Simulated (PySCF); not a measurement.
A GIAO shielding run with PySCF (density fitting, non-relativistic, gas phase) on SMILES C=CC[Si@H](Cl)/C(F)=C/[SiH3], C$_{5}$H$_{10}$ClFSi$_{2}$:

```
$ OMP_NUM_THREADS=1 python probes_run.py task.json out

{"job": {"kind": "nmr", "xc": "PBE0", "basis": "pcSseg-1"}, "charge": 0, "multiplicity": 1}
C     -4.033951    -0.070034     0.022202
C     -2.941848    -0.278758    -0.689641
C     -1.612989    -0.629197    -0.109776
Si    -0.401813     0.847846    -0.192910
Cl    -0.084814     1.379573    -2.117385
C      1.271469     0.311871     0.530384
F      1.179669    -0.022300     1.852275
C      2.455093     0.226472    -0.063879
Si     4.069485    -0.325252     0.741193
H     -4.972902     0.190222    -0.434620
H     -4.034386    -0.161058     1.096313
H     -2.965009    -0.177618    -1.766762
H     -1.189462    -1.473142    -0.659998
H     -1.732723    -0.938890     0.928793
H     -0.915273     2.001824     0.543861
H      2.475038     0.502574    -1.108181
H      3.889513    -0.514313     2.176415
H      4.474276    -1.581168     0.101250
H      5.060821     0.720597     0.472617
```

Hardware: 1 thread of an Intel Xeon, shared host. The job also computes population analyses, field gradients.

(1) How large is the calculation?

(2) How long does it take, and how much memory does it need?

Answers

(1) 94 electrons, 224 basis functions and 1231 auxiliary functions.

(2) 2.8 min of wall time, with 14 SCF cycles and 5 response iterations; peak memory 1 GiB. Times on a shared host scatter by some tens of per cent.
